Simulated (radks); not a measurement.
Values are calculated unless marked as measured or tabulated.
Initial-state core-level shifts of the antimony ion Sb3+ when its valence configuration changes from [Kr] 4d10 5s2. Code: a radial shooting solver on a logarithmic mesh with Libxc functionals. Model: scalar-relativistic Kohn-Sham, PBEsol, spin-unpolarised, spherical densities, point nucleus. Shifts are changes of the shell-averaged eigenvalues in eV (positive: less bound).

| valence | 3s | 3p | 4s | 4p |
|---|---|---|---|---|
| 4d9 5s2 5p1 | -9.254 | -9.255 | -7.977 | -7.661 |
| 4d7 5s2 5p3 | -28.303 | -28.307 | -23.828 | -22.831 |
| 4d10 5s1.5 5p0.5 | -0.716 | -0.715 | -0.709 | -0.704 |
| 4d9.5 5s1.5 5p1 | -5.305 | -5.305 | -4.684 | -4.522 |
| 4d9 5s1 5p2 | -10.620 | -10.620 | -9.318 | -8.988 |
| 4d9 5s1.5 5p1.5 | -9.940 | -9.941 | -8.650 | -8.328 |
| 4d9.5 5s2 5p0.5 | -4.604 | -4.605 | -3.992 | -3.837 |
| 4d10 5p2 | -2.823 | -2.820 | -2.798 | -2.773 |
| 4d5 5s2 5p5 | -48.078 | -48.086 | -39.546 | -37.823 |
